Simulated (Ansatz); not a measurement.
WO4H2. Charge 0, multiplicity 3. Geometry PBE-D4/def2-SVP, that of the neutral singlet; atoms count from 1.

Cartesian coordinates in Å:
```
W -0.1164 -0.2003 -0.0548
O -1.3713 -0.3642 1.4374
O 0.1940 -1.5877 -1.0100
O -2.0042 0.0195 0.1841
O 0.8496 1.3402 -0.5623
H 0.8951 -0.6681 1.2317
H 1.5532 1.4605 -1.2259
```

In the def2 sets W takes a core potential; there is no spin–orbit coupling. The structure holds one bond between oxygen atoms, so isomers without such links may lie far lower. At PBE0-D4/def2-TZVP a singlet of charge 0 lies 3.23 eV below the triplet at the same geometry. The structure comes from a short search, and lower isomers may exist.

**Question.** Estimate the Mulliken populations from the PBE0/def2-TZVP orbitals of Ansatz.

**Answer.** 
```
atom  charge (e)  spin (α − β)  d electrons
  W1        1.08          0.75         3.79
  O2       -0.11          0.62            –
  O3       -0.46          0.01            –
  O4       -0.15          0.52            –
  O5       -0.64          0.10            –
  H6       -0.07          0.00            –
  H7        0.35          0.00            –
```
Mulliken values depend strongly on the basis.

**Question.** Where does the spin sit?

**Answer.** Summed by element: W 0.75, O 1.26, H -0.01, of 2 unpaired in all. Largest on single atoms: W1 0.75, O2 0.62, O4 0.52.

**Question.** And the Mayer bond orders between heavy atoms (over 0.3)?

**Answer.** W1–O2 0.72 (1.96 Å); W1–O3 2.13 (1.71 Å); W1–O4 0.78 (1.92 Å); W1–O5 1.02 (1.89 Å); O2–O4 1.18 (1.46 Å).
